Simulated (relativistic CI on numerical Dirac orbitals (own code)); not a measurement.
## Forbidden lines of Ta⁵⁷⁺

These numbers are calculated, not measured: Dirac-Coulomb-Breit CI, orbitals from a KLI potential per configuration, QED by a radiative potential, unscaled Slater integrals (own radial code, finite nucleus).

Configuration list (outside the closed core [Ne]): 3s²3p⁴, 3s²3p³3d, 3s3p⁵, 3p⁶, 3s3p⁴3d, 3s3p³3d², 3p⁵3d, 3s²3p²3d4p, 3s3p³3d4s, 3p⁵4s, 3s²3p³4s, 3p⁵4p, 3s²3p³4p, 3s²3p³4d, 3p⁴3d4p, 3s3p⁴4s, 3s²3p³4f, 3s3p⁴4p, 3s3p⁴4d, 3s3p⁴4f, 3s²3p³5s, 3s²3p³5p, 3s²3p²4s4p, 3s²3p³5d, 3s²3p³5f, 3s²3p³5g, 3s3p³4s², 3s3p⁴5s, 3s²3p²3d², 3s²3p3d³, 3s3p²3d³, 3s²3p3d²4s, 3s²3p3d²4p, 3s²3p3d²4d, 3p⁴3d², 3p³3d³, 3p³3d²4s, 3p³3d²4p, 3p³3d²4d, 3s²3p²3d4s, 3s3p²3d²4s, 3s²3p3d4s², 3s²3p3d4s4p, 3s²3p3d4s4d, 3p⁴3d4s, 3p³3d4s², 3p³3d4s4p, 3p³3d4s4d, 3s²3p²4s², 3s3p²3d4s², 3s²3p4s²4p, 3s²3p4s²4d, 3s²3p²4p², 3s²3p3d4p², 3s3p²3d4p², 3s²3p4s4p², 3s²3p4p³, 3s²3p4p²4d, 3s3p³4s4p, 3s3p²3d4s4p, 3s3p²4s²4p, 3s3p²4s4p², 3s3p²4s4p4d. Double excitations out of closed p, d and f shells are left out; levels of such configurations are missing from the list, as are those of other unlisted configurations, and high levels can miss mixing partners. These lack a partner that the ground configuration has and come out too high: 3s²3p³4f, 3s3p⁴4p, 3s3p⁴4d, 3s3p⁴4f, 3s²3p³5s.

```csv
λ vac (nm),Lower,Upper,Type,A (s⁻¹),E lower (eV),E upper (eV)
3.4452,3s²3p³3d ⁵D°4 [32],3s²3p³3d ³D°3 [131],M1,1.42e+08,621.790,981.666
3.5161,3s²3p³3d ³F°4 [7],3s²3p³3d ¹F°3 [40],M1,1.49e+08,310.177,662.792
3.5572,3s²3p³3d ³D°3 [31],3s²3p³3d ³D°2 [128],M1,2.46e+08,621.461,970.009
3.6170,3s²3p³3d ³D°3 [31],3s²3p³3d ³F°4 [125],M1,6.34e+07,621.461,964.246
3.6204,3s²3p³3d ⁵D°4 [32],3s²3p³3d ³F°4 [125],M1,2.39e+08,621.790,964.246
3.6268,3s²3p⁴ ³P1 [9],3s²3p⁴ ³P0 [42],M1,6.99e+08,325.001,666.858
3.7059,3s²3p⁴ ³P2 [1],3s²3p⁴ ¹D2 [10],E2,6.28e+06,0.000,334.557
3.7059,3s²3p⁴ ³P2 [1],3s²3p⁴ ¹D2 [10],M1,1.65e+08,0.000,334.557
3.7368,3s²3p³3d ³D°2 [3],3s²3p³3d ³G°4 [22],E2,1.82e+06,230.861,562.657
3.7584,3s²3p³3d ³F°4 [33],3s²3p³3d ³F°4 [125],M1,3.44e+07,634.357,964.246
3.7873,3s²3p³3d ³F°4 [7],3s²3p³3d ³G°5 [35],E2,3.61e+06,310.177,637.542
3.7873,3s²3p³3d ³F°4 [7],3s²3p³3d ³G°5 [35],M1,5.19e+07,310.177,637.542
3.7950,3s²3p³3d ³G°5 [35],3s²3p³3d ³F°4 [125],M1,6.75e+07,637.542,964.246
3.8051,3s²3p³3d ³D°2 [38],3s²3p³3d ³D°3 [131],M1,1.20e+08,655.832,981.666
3.8149,3s²3p⁴ ³P2 [1],3s²3p⁴ ³P1 [9],M1,2.69e+08,0.000,325.001
3.8246,3s²3p³3d ³F°4 [7],3s²3p³3d ³F°4 [33],E2,2.49e+06,310.177,634.357
3.8246,3s²3p³3d ³F°4 [7],3s²3p³3d ³F°4 [33],M1,3.13e+07,310.177,634.357
3.8406,3s²3p³3d ³F°3 [6],3s²3p³3d ³G°4 [22],E2,3.81e+06,239.832,562.657
3.8406,3s²3p³3d ³F°3 [6],3s²3p³3d ³G°4 [22],M1,4.92e+07,239.832,562.657
3.8882,3s²3p³3d ¹F°3 [40],3s²3p³3d ³D°3 [131],M1,9.08e+07,662.792,981.666
3.9011,3s²3p³3d ³D°2 [8],3s²3p³3d ³F°4 [33],E2,2.26e+06,316.542,634.357
3.9788,3s²3p³3d ³F°4 [7],3s²3p³3d ⁵D°4 [32],M1,2.05e+08,310.177,621.790
4.0201,3s²3p³3d ³D°1 [4],3s²3p³3d ⁵D°0 [18],M1,2.88e+08,239.234,547.641
4.0610,3s²3p⁴ ¹S0 [2],3s²3p⁴ ³P1 [9],M1,9.34e+07,19.695,325.001
4.1129,3s²3p³3d ¹F°3 [40],3s²3p³3d ³F°4 [125],M1,2.95e+07,662.792,964.246
4.1533,3s²3p³3d ³D°3 [11],3s²3p³3d ³F°4 [33],M1,2.36e+07,335.838,634.357
4.2796,3s²3p³3d ¹F°3 [44],3s²3p³3d ³F°4 [125],M1,6.54e+07,674.538,964.246
4.3358,3s²3p³3d ³D°3 [11],3s²3p³3d ⁵D°4 [32],M1,8.42e+07,335.838,621.790
16.557,3s²3p³3d ³G°4 [22],3s²3p³3d ³G°5 [35],M1,2.35e+06,562.657,637.542
17.625,3s²3p³3d ³F°3 [6],3s²3p³3d ³F°4 [7],M1,2.13e+06,239.832,310.177
```

Terms are leading LS components. Brackets give the number of a level in order of energy, since labels repeat. The list gives strong lines, with weight on those to low levels, among the lowest 400 of 10362 levels, so that lines to higher ones, which can be the strongest, are missing. Levels whose partners in the same complex of configurations lie outside the list can be far off, and so can their lines. Rates are taken at the computed energies, electric ones in the length gauge.

At this charge energies of transitions that change n are usually good to better than 1 %, and those within a shell (Δn = 0) to a few per cent.

LS names give the leading component of a level, which can be under half, so a name can repeat, a term be missing and a line seem to break the LS rules.
